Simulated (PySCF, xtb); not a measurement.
## Two isomers of F2H3Si2+

Structure X: `F[SiH+][SiH2]F`, a singlet. Structure Y: `F[Si+](F)[SiH3]`, a singlet. Both are isolated ions in the gas phase, relaxed with PBE-D3(BJ)/def2-SVP; the shapes shown needn't be the lowest conformers.

X (Å):

```xyz
7

F    -2.5341    0.6705   -1.7146
F     1.5417   -1.1249   -0.6979
Si   -1.4188   -0.1277   -0.8853
Si    0.7999   -0.2598   -1.8494
H    -2.0109   -0.6577    0.3891
H     0.6098   -1.0051   -3.1288
H     1.2645    1.1569   -1.9213
```

Y (Å):

```xyz
7

F    -1.5973   -1.7209   -1.4169
F     0.3696   -2.3824    0.2072
Si   -0.3689   -1.1950   -0.5525
Si    0.2571    1.1093   -0.3783
H    -0.1528    1.6187   -1.7212
H     1.7177    0.9894   -0.0907
H    -0.6125    1.5123    0.7723
```

Quicker runs give these differences E(Y) − E(X): GFN2-xTB +0.448 eV; HF/STO-3G −0.883 eV (at GFN2-xTB geometries).

Q: Estimate E(Y) − E(X) at the level PBE-D3(BJ)/def2-SVP.

A: Calculated at PBE-D3(BJ)/def2-SVP: E(Y) − E(X) = −0.483 eV, so structure Y lies lower.

Level by level:

```
              level             geometry  E(Y) − E(X) (eV)  departure from the last row (eV)  job, with rough time for the two
           GFN2-xTB             GFN2-xTB              +0.448                            +0.932              optimisation, 0.21 s
          HF/STO-3G             GFN2-xTB              −0.883                            −0.399               single point, 1.5 s
 r2SCAN-D4/def2-SVP             GFN2-xTB              −0.507                            −0.024                single point, 14 s
PBE-D3(BJ)/def2-SVP  PBE-D3(BJ)/def2-SVP              −0.483                                                  optimisation, 97 s
```

As drawn, both hold the same kinds of bond in the same numbers.

GFN2-xTB puts the two in the other order. The largest departure from PBE-D3(BJ)/def2-SVP is that of GFN2-xTB, 0.932 eV. No coupled-cluster energies are at hand for both structures. No reliable frequencies are at hand for X, so it isn't confirmed as a minimum.

Codes used: PySCF 2.14.0, xtb 6.7.1; the last row on 2 threads of Arm Neoverse V1 on a shared host.
